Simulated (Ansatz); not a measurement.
Consider the ligand exchange at a B–O bond: `OB([SiH3])Cl` + H₂Se → `[SiH3]B(Cl)[SeH]` + H₂O.

Program: Ansatz. Geometries: PBE0-D4/def2-TZVP. ΔE: electronic, gas phase. CCSD(T)/CBS is the MP2 limit (def2-TZVPP, def2-QZVPP) plus CCSD(T) − MP2 in def2-TZVPP, frozen cores. This one scheme is used for every species. For Se outer-core shells are correlated without core-valence functions, which leaves a few kJ/mol of doubt a bond. Scalar relativity is left out up to krypton. Each species was taken in one conformer, which may not be the lowest.

| species | HF/def2-QZVPP energy (Eh) |
| --- | --- |
| `OB([SiH3])Cl` | -850.48834 |
| H₂Se | -2401.05204 |
| `[SiH3]B(Cl)[SeH]` | -3175.44128 |
| H₂O | -76.06663 |

Problem. Work out ΔE.

Solution. ΔE = (-3175.44128) + (-76.06663) − (-850.48834) − (-2401.05204) = 0.03247 Eh = +20.4 kcal/mol. CCSD(T)/CBS gives +12.6 kcal/mol.

Largest T1 diagnostic among the species: 0.013.

The D4 term adds −2.0 kcal/mol with B3LYP and −1.0 kcal/mol with PBE0; it sums over pairs of atoms, weighted by their polarisabilities, and B3LYP, whose exchange is more repulsive, gets the larger term. In def2-TZVPP, CCSD(T) changes the Hartree–Fock value by −6.1 kcal/mol (the triples alone add −1.0 kcal/mol) and MP2 by −7.9 kcal/mol.

B3LYP here is the variant with VWN-RPA as its local correlation; programs differ in this.
